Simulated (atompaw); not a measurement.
# An all-electron radial function and its pseudo partner (gallium (Ga))

Columns: radius, all-electron u(r) and pseudo u(r) of the 4p shell (level -2.78 eV) of gallium in the configuration [Ar] 3d10 4s1.75 4p1.25; PBE, scalar-relativistic, PAW (atompaw) scheme, atompaw 4.2.0.5.

| r (bohr) | all-electron | pseudo |
| --- | --- | --- |
| 0.092 | 0.1196 | 0.0017 |
| 0.185 | 0.0699 | 0.0068 |
| 0.277 | -0.0625 | 0.0153 |
| 0.369 | -0.1648 | 0.0271 |
| 0.462 | -0.2086 | 0.0425 |
| 0.554 | -0.2010 | 0.0609 |
| 0.646 | -0.1596 | 0.0825 |
| 0.738 | -0.0990 | 0.1071 |
| 0.831 | -0.0289 | 0.1349 |
| 0.923 | 0.0426 | 0.1648 |
| 1.015 | 0.1122 | 0.1971 |
| 1.108 | 0.1782 | 0.2314 |
| 1.200 | 0.2381 | 0.2667 |
| 1.292 | 0.2921 | 0.3026 |
| 1.385 | 0.3407 | 0.3389 |
| 1.477 | 0.3829 | 0.3742 |
| 1.569 | 0.4197 | 0.4079 |
| 1.662 | 0.4518 | 0.4398 |
| 1.754 | 0.4787 | 0.4685 |
| 1.846 | 0.5013 | 0.4937 |
| 1.938 | 0.5199 | 0.5150 |
| 2.031 | 0.5351 | 0.5325 |
| 2.123 | 0.5469 | 0.5458 |
| 2.215 | 0.5556 | 0.5553 |
| 2.308 | 0.5617 | 0.5617 |
| 2.400 | 0.5654 | 0.5654 |

Question: How many radial nodes do the two functions have?

Answer: The all-electron 4p function has n − l − 1 = 2; the pseudo-wave has 0, since the states of the same l below it are removed with the core.

Question: Is the pseudo-wave norm-conserving?

Answer: No, it belongs to a PAW set: the norm inside the radius is not constrained, and the difference is carried by the augmentation charge.
